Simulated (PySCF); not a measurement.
## Calculated data, FH3OSi2, CH5B2O, B3H5N, CH5AlBSi and others

All values are calculated (PySCF 2.14.0). Calculation on a computer-drawn molecule: optimised geometry and harmonic frequencies of an isolated molecule of the commonest isotopes, restricted reference for singlets and unrestricted otherwise, frozen core in MP2.

(1) FH3OSi2

Start structure:
```xyz
7
FH3OSi2
O     -1.6716     2.4549     2.1299
Si    -0.6499     3.5390     1.4115
Si     1.4334     2.2399     1.5311
F      2.3150     2.5198     0.1916
H     -1.4145     1.5886     2.4116
H      2.2755     2.6253     2.6900
H      1.2112     0.7721     1.6061
```

Settings of this run: charge 0, multiplicity 1, method MP2 and basis cc-pV(D+d)Z.

Results for FH3OSi2: rotational constants 11.57, 2.075, 1.847 GHz; total energy -754.5190 hartree; convergence status largest gradient component 1.815e-05 hartree/bohr.

Drawn bonds:
| atom | other atom | order |
| --- | --- | --- |
| 1 | 2 | 1 |
| 2 | 3 | 1 |
| 3 | 4 | 1 |
| 1 | 5 | 1 |
| 3 | 6 | 1 |
| 3 | 7 | 1 |

Optimised structure:
```xyz
7
FH3OSi2
O     -1.6255     2.4322     2.1838
Si    -0.6848     3.5538     1.3534
Si     1.3935     2.2655     1.4892
F      2.4036     2.4957     0.2113
H     -1.2302     1.5843     2.4402
H      2.1547     2.6020     2.7237
H      1.0878     0.8061     1.5703
```

Modes:
| frequency (cm⁻¹) | reduced mass (dalton) |
| --- | --- |
| 30.78 | 5.45 |
| 99.52 | 6.71 |
| 212.5 | 6.032 |
| 347.4 | 1.715 |
| 450.6 | 3.135 |
| 574.9 | 1.165 |
| 747.9 | 1.108 |
| 810.4 | 3.742 |
| 827.5 | 3.386 |
| 883.8 | 1.49 |
| 905.1 | 1.475 |
| 972.3 | 1.085 |
| 2215 | 1.038 |
| 2243 | 1.044 |
| 3814 | 1.068 |

(2) CH5B2O

Start structure:
```xyz
9
CH5B2O
B     -1.9125     1.9135    -0.0290
B     -0.8451     1.3628    -1.1773
O     -0.4746     0.1049    -1.3084
C      0.5150    -0.4205    -2.0540
H     -1.7585     2.7324     0.7088
H     -3.0490     1.4907    -0.0243
H     -0.2070     2.1809    -1.8597
H      1.0866     0.2713    -2.7673
H      0.6142    -1.4415    -1.9871
```

Here we set charge 0, multiplicity 2, method HF and basis cc-pVDZ.

Results for CH5B2O: rotational constants 42.37, 4.048, 3.818 GHz; total energy -164.9653 hartree; spin squared 0.76; convergence status largest gradient component 3.563e-05 hartree/bohr.

Drawn bonds:
| atom | other atom | order |
| --- | --- | --- |
| 1 | 2 | 1 |
| 2 | 3 | 1 |
| 3 | 4 | 1 |
| 1 | 5 | 1 |
| 1 | 6 | 1 |
| 2 | 7 | 1 |
| 4 | 8 | 1 |
| 4 | 9 | 1 |

Optimised structure:
```xyz
9
CH5B2O
B     -1.9659     1.9099    -0.0567
B     -0.7962     1.3862    -1.1803
O     -0.3282     0.1120    -1.1331
C      0.6334    -0.3654    -1.9709
H     -1.6559     2.4269     0.9847
H     -3.1448     1.8198    -0.2809
H     -0.3648     2.1252    -2.0371
H      0.8661     0.2213    -2.8513
H      0.7254    -1.4415    -1.9727
```

Modes:
| frequency (cm⁻¹) | reduced mass (dalton) |
| --- | --- |
| 167.5 | 2.089 |
| 201.6 | 1.242 |
| 213.3 | 2.842 |
| 259.6 | 1.208 |
| 426.7 | 3.196 |
| 567.2 | 1.166 |
| 670.8 | 1.329 |
| 783.7 | 2.236 |
| 994.8 | 1.69 |
| 1026 | 1.669 |
| 1100 | 1.9 |
| 1223 | 1.72 |
| 1262 | 1.339 |
| 1309 | 1.522 |
| 1457 | 6.18 |
| 1572 | 1.134 |
| 2619 | 1.084 |
| 2662 | 1.062 |
| 2719 | 1.121 |
| 3280 | 1.045 |
| 3425 | 1.125 |

(3) B3H5N

Start structure:
```xyz
9
B3H5N
B      0.4907     2.8824    -0.1768
N      1.3782     1.9835    -0.7301
B      1.8060     2.1593     0.7782
B      1.7386     1.1947    -1.8375
H     -0.4341     3.6060    -0.2919
H      1.5802     1.3619     1.5155
H      2.7212     2.9337     0.9627
H      1.2096     1.3581    -2.8002
H      2.6778     0.5445    -1.7095
```

It was run with charge 0, multiplicity 2, method HF and basis cc-pVDZ.

The calculation gives: rotational constants 11.28, 10.05, 5.315 GHz; total energy -131.4257 hartree; spin squared 0.7531; convergence status largest gradient component 2.537e-05 hartree/bohr.

Drawn bonds:
| atom | other atom | order |
| --- | --- | --- |
| 1 | 2 | 1 |
| 2 | 3 | 1 |
| 2 | 4 | 1 |
| 1 | 5 | 1 |
| 3 | 6 | 1 |
| 3 | 7 | 1 |
| 4 | 8 | 1 |
| 4 | 9 | 1 |

Optimised structure:
```xyz
9
B3H5N
B      0.0317     2.8001    -0.2829
N      1.2900     2.1196    -0.3602
B      2.0877     1.9658     0.8363
B      1.7510     1.5951    -1.6264
H     -0.6969     2.9760    -1.2168
H      1.6863     2.4083     1.8730
H      3.1393     1.3975     0.7737
H      1.0754     1.7337    -2.6046
H      2.8036     1.0281    -1.6818
```

Modes:
| frequency (cm⁻¹) | reduced mass (dalton) |
| --- | --- |
| 292.1 | 1.056 |
| 318.4 | 1.795 |
| 344.4 | 1.432 |
| 416.2 | 2.652 |
| 426 | 2.368 |
| 506.2 | 1.242 |
| 909.8 | 2.41 |
| 963.1 | 1.339 |
| 1000 | 1.437 |
| 1044 | 1.613 |
| 1114 | 1.346 |
| 1130 | 1.421 |
| 1288 | 1.381 |
| 1354 | 1.549 |
| 1397 | 2.824 |
| 1405 | 2.954 |
| 2684 | 1.049 |
| 2700 | 1.061 |
| 2727 | 1.088 |
| 2768 | 1.13 |
| 2779 | 1.132 |

(4) CH5AlBSi

Start structure:
```xyz
9
CH5AlBSi
B     -0.6037     0.6296     0.8681
C      0.5601     0.5658    -0.0985
Al     0.3434    -1.1937    -1.0772
Si     1.8832     1.7777    -0.2785
H     -1.4636    -0.2843     0.8705
H     -0.8817     1.3835     1.6395
H      0.8629    -1.6510    -2.5334
H      1.5985     3.2516    -0.6800
H      3.2486     1.6573    -0.1660
```

Here we set charge 0, multiplicity 2, method HF and basis cc-pV(D+d)Z.

The calculation gives: rotational constants 6.58, 3.215, 2.16 GHz; total energy -596.2364 hartree; spin squared 0.7541; convergence status largest gradient component 3.07e-05 hartree/bohr.

Drawn bonds:
| atom | other atom | order |
| --- | --- | --- |
| 1 | 2 | 1 |
| 2 | 3 | 1 |
| 2 | 4 | 2 |
| 1 | 5 | 1 |
| 1 | 6 | 1 |
| 3 | 7 | 1 |
| 4 | 8 | 1 |
| 4 | 9 | 1 |

Optimised structure:
```xyz
9
CH5AlBSi
B     -0.7005     0.7421     0.8431
C      0.4024     0.3948    -0.1805
Al     0.4401    -1.2458    -1.2133
Si     1.6217     1.5871    -0.3460
H     -1.6209    -0.0065     1.0607
H     -0.6843     1.7786     1.4666
H      1.6555    -1.4559    -2.2348
H      1.6562     2.8554     0.4060
H      2.7776     1.4868    -1.2573
```

Modes:
| frequency (cm⁻¹) | reduced mass (dalton) |
| --- | --- |
| 169.1 | 3.793 |
| 181.9 | 1.48 |
| 214.8 | 1.464 |
| 234.5 | 2.88 |
| 260.3 | 1.278 |
| 388.6 | 1.057 |
| 518.4 | 4.347 |
| 625.6 | 1.21 |
| 706.4 | 1.309 |
| 715.2 | 1.21 |
| 889.1 | 1.616 |
| 1055 | 1.103 |
| 1074 | 1.384 |
| 1134 | 3.197 |
| 1209 | 3.64 |
| 1358 | 1.354 |
| 1880 | 1.043 |
| 2351 | 1.031 |
| 2356 | 1.053 |
| 2610 | 1.056 |
| 2667 | 1.12 |

(5) AlBClH2O

Start structure:
```xyz
6
AlBClH2O
O     -2.1538     1.1388    -0.1446
Al    -1.3098    -0.2300    -0.4920
B      0.1284    -0.3493     1.2604
Cl     0.9976    -0.3577     2.5012
H     -2.6672     1.8964     0.0324
H     -1.1887    -1.1989    -1.6798
```

Here we set charge 1, multiplicity 1, method HF and basis cc-pV(D+d)Z.

The calculation gives: rotational constants 16.06, 1.534, 1.4 GHz; total energy -801.9404 hartree; convergence status largest gradient component 2.683e-05 hartree/bohr.

Drawn bonds:
| atom | other atom | order |
| --- | --- | --- |
| 1 | 2 | 1 |
| 2 | 3 | 1 |
| 3 | 4 | 1 |
| 1 | 5 | 1 |
| 2 | 6 | 1 |

Optimised structure:
```xyz
6
AlBClH2O
O     -2.1154     1.2165     0.0203
Al    -1.2896    -0.1285    -0.4530
B      0.1282    -0.3635     1.2552
Cl     1.1291    -0.4683     2.5335
H     -2.8097     1.7902    -0.2630
H     -1.2362    -1.1470    -1.6155
```

Modes:
| frequency (cm⁻¹) | reduced mass (dalton) |
| --- | --- |
| 93.79 | 6.568 |
| 218.7 | 4.881 |
| 297.8 | 10.11 |
| 350.1 | 10.55 |
| 451.8 | 1.151 |
| 488.9 | 1.169 |
| 495.5 | 1.344 |
| 636.4 | 1.155 |
| 970.1 | 6.867 |
| 1221 | 12.62 |
| 2139 | 1.046 |
| 4205 | 1.07 |

(6) CH8AlBSi

Start structure:
```xyz
12
CH8AlBSi
Al    -0.5476    -1.3518    -2.4230
C     -0.2366     0.1842    -1.1699
B      0.0525    -0.9930    -0.1653
Si     1.8829    -1.7720    -0.2767
H     -1.9313    -2.0143    -2.6080
H      0.4927    -1.6984    -3.4540
H      0.5681     0.8353    -1.5561
H     -1.0631     0.8671    -0.8984
H     -0.7164    -1.3911     0.5863
H      2.5187    -1.4562    -1.5619
H      1.8503    -3.2874    -0.2603
H      2.8055    -1.3170     0.7531
```

It was run with charge 0, multiplicity 1, method HF and basis cc-pV(D+d)Z.

It finds rotational constants 9.44, 1.69, 1.537 GHz; total energy -598.0403 hartree; convergence status largest gradient component 3.415e-06 hartree/bohr.

Drawn bonds:
| atom | other atom | order |
| --- | --- | --- |
| 1 | 2 | 1 |
| 2 | 3 | 1 |
| 3 | 4 | 1 |
| 1 | 5 | 1 |
| 1 | 6 | 1 |
| 2 | 7 | 1 |
| 2 | 8 | 1 |
| 3 | 9 | 1 |
| 4 | 10 | 1 |
| 4 | 11 | 1 |
| 4 | 12 | 1 |

Optimised structure:
```xyz
12
CH8AlBSi
Al    -0.9772    -1.2045    -2.7441
C     -0.3092    -0.1181    -1.2154
B      0.2745    -1.0384    -0.1300
Si     2.2081    -1.7117    -0.0983
H     -2.4472    -0.9666    -3.2678
H     -0.0269    -2.2341    -3.4728
H      0.4349     0.5079    -1.7301
H     -1.1694     0.4847    -0.9098
H     -0.4592    -1.4400     0.7416
H      3.0145    -1.2253    -1.2498
H      2.2564    -3.1985    -0.1063
H      2.8763    -1.2500     1.1486
```

Modes:
| frequency (cm⁻¹) | reduced mass (dalton) |
| --- | --- |
| 33.66 | 1.086 |
| 71.02 | 2.415 |
| 89.43 | 1.216 |
| 179.9 | 2.523 |
| 233.8 | 2.077 |
| 450.7 | 1.087 |
| 497 | 1.564 |
| 544.7 | 1.478 |
| 578.9 | 2.131 |
| 616 | 1.442 |
| 662.1 | 1.601 |
| 792.6 | 1.559 |
| 846.3 | 1.079 |
| 879.1 | 1.282 |
| 948.6 | 1.262 |
| 992 | 1.117 |
| 999 | 1.216 |
| 1022 | 1.04 |
| 1032 | 1.043 |
| 1123 | 2.048 |
| 1240 | 1.76 |
| 1528 | 1.166 |
| 1994 | 1.056 |
| 1997 | 1.028 |
| 2272 | 1.049 |
| 2274 | 1.05 |
| 2285 | 1.02 |
| 2640 | 1.091 |
| 3130 | 1.063 |
| 3223 | 1.097 |

(7) CH6AlBN

Start structure:
```xyz
10
CH6AlBN
C      1.2869    -0.1721    -1.2845
B     -0.1046    -0.0090    -0.6452
Al    -0.3102     1.0182     1.1230
N     -0.3919     1.8047     2.6498
H      1.3587    -1.0365    -1.9418
H      1.5251     0.7370    -1.8947
H      2.1187    -0.1979    -0.5745
H     -1.1112     0.1435    -1.3539
H      0.3922     2.0646     3.3256
H     -1.3482     2.0376     3.1632
```

Here we set charge 0, multiplicity 2, method HF and basis cc-pV(D+d)Z.

Results for CH6AlBN: rotational constants 16.89, 2.318, 2.221 GHz; total energy -362.4054 hartree; spin squared 0.7999; convergence status largest gradient component 4.002e-05 hartree/bohr.

Drawn bonds:
| atom | other atom | order |
| --- | --- | --- |
| 1 | 2 | 1 |
| 2 | 3 | 1 |
| 3 | 4 | 1 |
| 1 | 5 | 1 |
| 1 | 6 | 1 |
| 1 | 7 | 1 |
| 2 | 8 | 1 |
| 4 | 9 | 1 |
| 4 | 10 | 1 |

Optimised structure:
```xyz
10
CH6AlBN
C      1.2561    -0.2107    -1.2153
B     -0.0189     0.5393    -0.6497
Al    -0.0248     2.0287     0.9164
N     -0.3911     1.6923     2.6217
H      1.0304    -1.2707    -1.3819
H      1.4776     0.2028    -2.2094
H      2.1641    -0.1373    -0.6137
H     -1.0483     0.3717    -1.2623
H     -0.4032     2.3785     3.3536
H     -0.6263     0.7956     3.0076
```

Modes:
| frequency (cm⁻¹) | reduced mass (dalton) |
| --- | --- |
| 62.44 | 1.156 |
| 74.94 | 2.446 |
| 152.5 | 2.857 |
| 192.2 | 2.485 |
| 370.7 | 1.264 |
| 456.2 | 1.294 |
| 475.7 | 3.194 |
| 637 | 1.177 |
| 684.7 | 1.162 |
| 815.4 | 3.038 |
| 833.8 | 1.349 |
| 853 | 1.868 |
| 1038 | 3.082 |
| 1163 | 1.438 |
| 1421 | 1.269 |
| 1546 | 1.063 |
| 1566 | 1.059 |
| 1675 | 1.109 |
| 2624 | 1.089 |
| 3138 | 1.043 |
| 3197 | 1.092 |
| 3241 | 1.1 |
| 3765 | 1.052 |
| 3847 | 1.093 |

(8) CH5BSi2

Start structure:
```xyz
9
CH5BSi2
Si     0.9713    -0.0625    -2.3250
B      0.8258    -1.5944    -1.1525
C     -0.3619    -1.7256    -0.3078
Si    -0.6641    -3.1777     0.7309
H      1.5852     1.2011    -2.0300
H      1.5585    -2.4908    -1.3375
H     -1.1457    -1.0045    -0.1872
H      0.1099    -4.3329     0.9223
H     -1.7977    -3.2890     1.7422
```

It was run with charge 0, multiplicity 1, method HF and basis cc-pV(D+d)Z.

Results for CH5BSi2: rotational constants 30.86, 1.436, 1.389 GHz; total energy -643.2116 hartree; convergence status largest gradient component 4.034e-05 hartree/bohr.

Drawn bonds:
| atom | other atom | order |
| --- | --- | --- |
| 1 | 2 | 1 |
| 2 | 3 | 1 |
| 3 | 4 | 2 |
| 1 | 5 | 1 |
| 2 | 6 | 1 |
| 3 | 7 | 1 |
| 4 | 8 | 1 |
| 4 | 9 | 1 |

Optimised structure:
```xyz
9
CH5BSi2
Si     0.9455    -0.0628    -2.5758
B      0.6391    -1.5603    -1.2327
C     -0.5621    -1.7087    -0.2873
Si    -0.6138    -3.0610     0.7537
H      1.8074     0.7516    -1.6238
H      1.4823    -2.4336    -1.2225
H     -1.3660    -0.9789    -0.2525
H      0.4318    -4.0930     0.7620
H     -1.6830    -3.3295     1.7342
```

Modes:
| frequency (cm⁻¹) | reduced mass (dalton) |
| --- | --- |
| 84.84 | 3.829 |
| 124.2 | 4.295 |
| 221.9 | 4.541 |
| 291.6 | 1.126 |
| 387.3 | 1.33 |
| 529.8 | 1.586 |
| 568.3 | 1.428 |
| 669.6 | 1.233 |
| 680.9 | 1.353 |
| 854.9 | 1.457 |
| 914.9 | 1.142 |
| 965.3 | 2.852 |
| 1056 | 1.237 |
| 1056 | 1.292 |
| 1118 | 1.736 |
| 1352 | 2.674 |
| 2117 | 1.041 |
| 2353 | 1.039 |
| 2388 | 1.045 |
| 2587 | 1.087 |
| 3303 | 1.088 |

(9) BClH3NSi

Start structure:
```xyz
7
BClH3NSi
N     -1.3361     1.6601    -0.9381
Si     0.3249     1.9185    -0.7571
B      1.2673     1.7582     0.9028
Cl     2.2870     0.2583     1.0909
H     -1.9252     1.3944    -0.1776
H     -1.7657     1.7830    -1.8659
H      1.7016     2.6190     1.5401
```

Here we set charge 0, multiplicity 1, method HF and basis cc-pV(D+d)Z.

It finds rotational constants 11.76, 1.97, 1.844 GHz; total energy -829.3347 hartree; convergence status largest gradient component 1.031e-05 hartree/bohr.

Drawn bonds:
| atom | other atom | order |
| --- | --- | --- |
| 1 | 2 | 1 |
| 2 | 3 | 1 |
| 3 | 4 | 1 |
| 1 | 5 | 1 |
| 1 | 6 | 1 |
| 3 | 7 | 1 |

Optimised structure:
```xyz
7
BClH3NSi
N     -1.1402     1.6768    -0.8611
Si     0.4824     2.1039    -1.1671
B      1.2592     1.7787     0.7214
Cl     1.9556     0.1863     1.1056
H     -1.5467     1.3509    -0.0047
H     -1.8232     1.7037    -1.5952
H      1.3667     2.5912     1.5962
```

Modes:
| frequency (cm⁻¹) | reduced mass (dalton) |
| --- | --- |
| 54.78 | 4.056 |
| 152.3 | 7.154 |
| 215.4 | 2.523 |
| 506 | 2.196 |
| 572.5 | 1.368 |
| 631.2 | 1.388 |
| 741.9 | 1.513 |
| 834.1 | 3.736 |
| 887 | 2.202 |
| 910.9 | 2.294 |
| 1103 | 1.345 |
| 1716 | 1.116 |
| 2715 | 1.092 |
| 3770 | 1.05 |
| 3862 | 1.098 |

(10) C2H6AlO

Start structure:
```xyz
10
C2H6AlO
C     -0.0993    -2.3770     0.3768
C      0.2023    -1.2123    -0.4345
Al     0.0219     0.7105     0.2721
O      0.3646     1.9490    -0.6318
H     -0.8678    -2.9780    -0.0705
H      0.7872    -2.9781     0.5313
H     -0.4652    -2.0511     1.4125
H      0.5628    -1.4255    -1.3669
H     -0.5594     0.8537     1.6865
H      0.5098     2.7834    -1.1411
```

Here we set charge 0, multiplicity 2, method HF and basis cc-pV(D+d)Z.

Drawn bonds:
| atom | other atom | order |
| --- | --- | --- |
| 1 | 2 | 1 |
| 2 | 3 | 1 |
| 3 | 4 | 1 |
| 1 | 5 | 1 |
| 1 | 6 | 1 |
| 1 | 7 | 1 |
| 2 | 8 | 1 |
| 3 | 9 | 1 |
| 4 | 10 | 1 |

Questions
1. Estimate the spin squared of C2H6AlO (entry 10).
2. Give the missing total energy for C2H6AlO (entry 10).

Answers
1. 0.7597
2. -396.0396 hartree

Further results for C2H6AlO (entry 10):

```
rotational constants                          : 23.24, 2.552, 2.333 GHz
convergence status largest gradient component : 2.557e-05 hartree/bohr
```

Optimised structure:
```xyz
10
C2H6AlO
C     -0.1034    -2.3977     0.4277
C      0.2118    -1.1610    -0.3775
Al     0.0094     0.6692     0.1790
O      0.4368     1.8813    -0.9231
H     -0.8552    -3.0145    -0.0777
H      0.7865    -3.0262     0.5474
H     -0.4819    -2.1675     1.4262
H      0.5914    -1.3836    -1.3760
H     -0.5354     1.0596     1.6115
H      0.3969     2.8148    -0.8031
```

Modes:
| frequency (cm⁻¹) | reduced mass (dalton) |
| --- | --- |
| 93.38 | 2.806 |
| 148.3 | 1.13 |
| 148.5 | 3.355 |
| 305.1 | 4.062 |
| 370.3 | 1.088 |
| 525.5 | 1.202 |
| 570.2 | 1.187 |
| 604.5 | 1.345 |
| 657.7 | 3.73 |
| 735.2 | 1.294 |
| 896.6 | 4.997 |
| 1026 | 1.185 |
| 1036 | 1.323 |
| 1156 | 3.25 |
| 1381 | 1.473 |
| 1504 | 1.208 |
| 1582 | 1.049 |
| 1585 | 1.06 |
| 1984 | 1.042 |
| 3143 | 1.038 |
| 3194 | 1.1 |
| 3228 | 1.097 |
| 3249 | 1.088 |
| 4228 | 1.068 |
